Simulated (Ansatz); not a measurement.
AlBr2Cl (SMILES [Cl][Al]([Br])[Br]), singlet, geometry from GFN2-xTB (such geometries of metal compounds can be far from the true shape).

Here is a job for Ansatz (a program for electronic structure).
Ansatz 0.2 input:
```yaml
crystal:
  periodic: [false, false, false]
  atoms:
    - {symbol: Al, position_ang: [0.46786155, -0.03464023, -0.11871106]}
    - {symbol: Cl, position_ang: [2.41602325, -0.17888113, -0.61302041]}
    - {symbol: Br, position_ang: [-0.36135715, -1.03342875, 1.71778521]}
    - {symbol: Br, position_ang: [-0.98591700, 1.13318024, -1.37593976]}
basis:
  gaussian:
    orbitals: pcseg-0.json
hamiltonian:
  xc: pbe
```
The basis file holds pcseg-0 in the JSON format of the Basis Set Exchange.

**Question.** What is the computed number of basis functions (Ansatz with PBE/pcseg-0)?

**Answer.** 70

**Question.** What is the computed total energy (PBE/pcseg-0)?

**Answer.** -5843.0400 Eh
